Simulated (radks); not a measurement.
Species: Sn I. Configuration: [Kr] 4d10 5s2 5p2.

All-electron calculation, scalar-relativistic Kohn-Sham, PBEsol, spin-polarised, spherical densities, point nucleus; open shells are filled with parallel spins first (spin-orbit coupling, left out, can overturn this in heavy ions); hard spherical wall at 15 bohr. Program: a radial shooting solver on a logarithmic mesh with Libxc functionals.

Energy parts (eV):
total: -168016.080
kinetic: 175411.273
electron-nucleus: -406384.945
Hartree: 67366.333
exchange-correlation: -4408.741

Orbitals (lengths in bohr, moments of r in powers of bohr):
1s up: occ. 1; eigenvalue (eV) -28998.84; <r^2> 0.001143; <r^4> 3.410e-06
1s down: occ. 1; eigenvalue (eV) -28998.81; <r^2> 0.001143; <r^4> 3.410e-06
2s up: occ. 1; eigenvalue (eV) -4377.888; <r^2> 0.01859; <r^4> 0.0005932
2s down: occ. 1; eigenvalue (eV) -4377.879; <r^2> 0.01859; <r^4> 0.0005932
2p up: occ. 3; eigenvalue (eV) -3930.690; <r^2> 0.01467; <r^4> 0.0004266
2p down: occ. 3; eigenvalue (eV) -3930.668; <r^2> 0.01467; <r^4> 0.0004266
3s up: occ. 1; eigenvalue (eV) -844.4369; <r^2> 0.1318; <r^4> 0.02652
3s down: occ. 1; eigenvalue (eV) -844.4113; <r^2> 0.1318; <r^4> 0.02652
3p up: occ. 3; eigenvalue (eV) -698.3241; <r^2> 0.1325; <r^4> 0.02806
3p down: occ. 3; eigenvalue (eV) -698.2952; <r^2> 0.1325; <r^4> 0.02806
3d up: occ. 5; eigenvalue (eV) -473.2299; <r^2> 0.1176; <r^4> 0.02553
3d down: occ. 5; eigenvalue (eV) -473.2041; <r^2> 0.1176; <r^4> 0.02553
4s up: occ. 1; eigenvalue (eV) -133.6055; <r^2> 0.7585; <r^4> 0.8585
4s down: occ. 1; eigenvalue (eV) -133.5517; <r^2> 0.7583; <r^4> 0.8573
4p up: occ. 3; eigenvalue (eV) -89.4285; <r^2> 0.8980; <r^4> 1.256
4p down: occ. 3; eigenvalue (eV) -89.3688; <r^2> 0.8968; <r^4> 1.250
4d up: occ. 5; eigenvalue (eV) -25.7097; <r^2> 1.453; <r^4> 3.978
4d down: occ. 5; eigenvalue (eV) -25.5455; <r^2> 1.430; <r^4> 3.800
5s up: occ. 1; eigenvalue (eV) -11.0128; <r^2> 6.592; <r^4> 69.70
5s down: occ. 1; eigenvalue (eV) -9.7966; <r^2> 6.465; <r^4> 68.03
5p up: occ. 2; eigenvalue (eV) -4.1711; <r^2> 11.83; <r^4> 245.5
5p down: occ. 0; eigenvalue (eV) -2.8250; <r^2> 12.51; <r^4> 288.4
6s up: occ. 0; eigenvalue (eV) -0.3994; <r^2> 59.02; <r^4> 4758
5d up: occ. 0; eigenvalue (eV) 0.8331; <r^2> 64.93; <r^4> 5847
4f up: occ. 0; eigenvalue (eV) 2.2468; <r^2> 96.45; <r^4> 10900

The highest occupied level is 5p up at -4.171 eV. The pressure on the wall is 0.0000267 GPa.
